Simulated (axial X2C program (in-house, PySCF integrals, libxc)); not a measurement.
**Spin–orbit effects down a group: molecules with Te, HF**

Calculated with an axial X2C code built on PySCF integrals, spin-free (one-electron X2C) or two-component (2c: spin–orbit coupling with atomic mean-field Coulomb and Gaunt terms, which also bring small scalar terms), in Dyall basis sets with cores contracted in-house; open shells are unrestricted.

Basis sets: H dyall-v3z, K dyall-cv3z, Li dyall-cv3z, Na dyall-cv3z, Rb dyall-cv3z, Te dyall-cv3z.

```csv
molecule,spin-free state,Re (Å),ωe (cm⁻¹),De (eV),2c state,Re 2c (Å),ωe 2c (cm⁻¹),De 2c (eV)
TeH,"M_S = 1/2, Λ = 1",1.647,2253.2,1.77,Ω = 3/2,1.650,2233.8,n/a
LiTe,"M_S = 1/2, Λ = 1",2.514,454.7,1.54,Ω = 3/2,2.518,451.7,n/a
NaTe,"M_S = 1/2, Λ = 1",2.842,235.1,1.15,Ω = 3/2,2.845,233.7,n/a
KTe,"M_S = 1/2, Λ = 1",3.251,162.4,1.30,Ω = 3/2,3.254,161.6,n/a
RbTe,"M_S = 1/2, Λ = 1",3.399,118.6,1.32,Ω = 3/2,3.402,118.1,n/a
```

Each entry is the lowest single determinant of a limited PBE0 search at one distance. De goes to single-determinant-based atoms at the same level (for ions the charge split of lowest energy) and is withheld (n/a) where an atom does not fit its ground term or J level. Main or longest-lived isotopes. One determinant is a doubtful description, or other states lie close, for KTe, RbTe; these need not be ground states, and all values refer to the states named.
